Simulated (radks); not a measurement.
Isoelectronic series with 16 electrons, each ion in its NIST ground configuration. Method: Dirac Kohn-Sham, BLYP, spin-unpolarised, spherical densities, point nucleus; open shells fill j = l - 1/2 first; computed with a radial shooting solver on a logarithmic mesh with Libxc functionals. Total energies (hartree) and mean radii <r> (bohr):

ion    configuration  E (hartree)   3p3/2   3p1/2   3s1/2   2p3/2
S       [Ne] 3s2 3p4   -399.23425   2.084   2.073   1.691  0.4435
Cl+     [Ne] 3s2 3p4   -461.12989   1.713   1.705   1.488  0.4076
Ar2+    [Ne] 3s2 3p4   -527.81157   1.472   1.465   1.329  0.3770
K3+     [Ne] 3s2 3p4   -599.27539   1.297   1.291   1.201  0.3507
Ca4+    [Ne] 3s2 3p4   -675.52398   1.163   1.157   1.096  0.3278
Sc5+    [Ne] 3s2 3p4   -756.56358   1.056   1.051   1.009  0.3076
Ti6+    [Ne] 3s2 3p4   -842.40285  0.9684  0.9628  0.9351  0.2898
V7+     [Ne] 3s2 3p4   -933.05224  0.8947  0.8892  0.8714  0.2739
Cr8+    [Ne] 3s2 3p4  -1028.52368  0.8319  0.8264  0.8160  0.2597
Mn9+    [Ne] 3s2 3p4  -1128.83032  0.7776  0.7722  0.7673  0.2468
Fe10+   [Ne] 3s2 3p4  -1233.98642  0.7302  0.7247  0.7241  0.2352
